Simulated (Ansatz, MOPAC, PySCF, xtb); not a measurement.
Constitutional and geometric isomers with formula CH6OSi. Gas-phase values, no solvent. One relaxed conformer stands for each flexible species; it need not be the lowest. Strings in code marks are SMILES.

Quantity: electronic energy of isomers of CH6OSi relative to `C[SiH2]O` (C–Si–O–H torsion 69°), in eV. Semi-empirical values (MOPAC) are differences of heats of formation.

Level 1: frozen-core CCSD(T)/cc-pVTZ // B3LYP-D3(BJ)/def2-TZVP (Ansatz, a quantum-chemistry and plane-wave program)
Level 2: PBE-D3(BJ)/def2-TZVP // B3LYP-D3(BJ)/def2-TZVP (PySCF)
Level 3: GFN2-xTB (xtb)
Level 4: PM3 // B3LYP-D3(BJ)/def2-TZVP (MOPAC)

```json
[
 {"species": "`OC[SiH3]` (H–O–C–Si torsion 61°)", "level 2": "1.99", "level 3": "1.77", "level 4": "1.68"},
 {"species": "`CO[SiH3]`", "level 2": "1.00", "level 3": "-0.069", "level 4": "0.88"}
]
```

Task: What does level 1 give for each?

Result: 
- `OC[SiH3]` (H–O–C–Si torsion 61°): 2.10
- `CO[SiH3]`: 1.02
